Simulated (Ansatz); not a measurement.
Geometry optimisation, Ansatz, RKS PBE0-D4/def2-mTZVP.

input.yaml

```yaml
crystal:
  periodic: [false, false, false]
  atoms:
    - { symbol: W, position_ang: [0.0, 0.0, 0.0] }
    - { symbol: H, position_ang: [0.9528, 0.0, 1.6669] }
    - { symbol: H, position_ang: [1.6669, 0.0, 0.9528] }
    - { symbol: O, position_ang: [0.0, 1.94, 0.0] }
    - { symbol: H, position_ang: [-0.6343, 2.2771, -0.71] }
    - { symbol: O, position_ang: [-1.94, 0.0, 0.0] }
    - { symbol: H, position_ang: [-2.2771, -0.1263, 0.9437] }
    - { symbol: O, position_ang: [0.0, -1.94, 0.0] }
    - { symbol: H, position_ang: [0.3816, -2.2771, 0.8723] }
    - { symbol: O, position_ang: [0.0, 0.0, -1.94] }
    - { symbol: H, position_ang: [0.5278, 0.7924, -2.2771] }
basis:
  gaussian: { orbitals: def2-mTZVP }
hamiltonian:
  xc: pbe0
  dispersion: d4
relax:
  f_tol: 0.15
  max_steps: 25
  restrain:
    - { distance: [1, 2], at: 0.66, k: 30.0 }
    - { distance: [0, 1], at: 2.92, k: 30.0 }
    - { distance: [0, 2], at: 2.92, k: 30.0 }
output:
  orbitals: {}
```

Launched with:

```bash
$ ansatz run input.yaml --threads 4 --pin off --max-ram 5120MiB --backend cpu --events-out ev --progress --plain --runs-dir out
```

Q: Where does it end, and by what steps?

A: The run converged. The restraints hold the end off the free minimum; the threshold counts their pulls, which the force column leaves out. Restrained pairs: H2–H3 (1.01 → 0.71 Å), W1–H2 (1.92 → 2.92 Å), W1–H3 (1.92 → 2.93 Å). After 23 steps the energy has fallen by 2.702 eV (the restraints' own energy left out); H2 moved furthest, 1.34 Å.

| step | energy less start (eV) | largest force component (eV/Å) | accepted |
| --- | --- | --- | --- |
| 0 | 0.0000 | 3.387 | yes |
| 1 | 0.2001 | 3.108 | yes |
| 2 | -0.0493 | 5.343 | yes |
| 3 | -1.0557 | 5.514 | yes |
| 4 | -2.3186 | 1.648 | yes |
| 5 | -2.5052 | 1.134 | yes |
| 6 | -2.5723 | 1.262 | yes |
| 7 | -2.5962 | 1.249 | yes |
| 8 | -2.5866 | 1.071 | no |
| 9 | -2.6124 | 1.212 | yes |
| 10 | -2.6310 | 0.818 | no |
| 11 | -2.6184 | 1.155 | yes |
| 12 | -2.6205 | 1.150 | yes |
| 13 | -2.6269 | 1.081 | yes |
| 14 | -2.6402 | 0.902 | yes |
| 15 | -2.6643 | 0.503 | no |
| 16 | -2.6441 | 0.925 | yes |
| 17 | -2.6493 | 0.901 | yes |
| 18 | -2.6622 | 0.870 | yes |
| 19 | -2.6855 | 0.836 | yes |
| 20 | -2.6977 | 0.989 | yes |
| 21 | -2.7186 | 0.376 | no |
| 22 | -2.7027 | 1.078 | yes |
| 23 | -2.7020 | 1.220 | yes |

```xyz
11
Properties=species:S:1:pos:R:3
W -0.673 -0.052 -0.313
H 1.964 0.371 0.874
H 2.118 -0.239 0.546
O -0.427 1.716 0.332
H -0.775 2.374 -0.303
O -2.546 -0.131 -0.126
H -2.802 -0.081 0.821
O -0.184 -1.798 0.204
H 0.288 -2.027 1.009
O 0.393 0.159 -1.870
H 1.320 0.374 -1.664
```

Time of the run: 62 s on 4 threads of Arm Neoverse V2 (shared host), peak memory 0.39 GiB.
